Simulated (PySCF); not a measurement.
A structure optimised at PBE-D3(BJ)/def2-SVP, used in a PySCF frequency run:

```xyz
11

Si     0.5980    -1.9787     0.0000
F     -0.1490    -3.4458     0.0000
Si    -0.9770    -0.2369     0.0000
Ge     0.1889     1.8588     0.0000
H      1.4669    -1.8948    -1.2257
H      1.4669    -1.8948     1.2257
H     -1.8506    -0.3240     1.2241
H     -1.8506    -0.3240    -1.2241
H      1.0902     1.9723    -1.2578
H      1.0902     1.9723     1.2578
H     -0.8129     3.0426     0.0000
```
Charge 0, spin multiplicity 1.

Problem. Write its SMILES, formula and point group.

Solution. F[SiH2][SiH2][GeH3], FGeH7Si2, Cs

Problem. What are its rotational constants (standard atomic weights)?

Solution. 7.9790, 0.81334, 0.75858 GHz
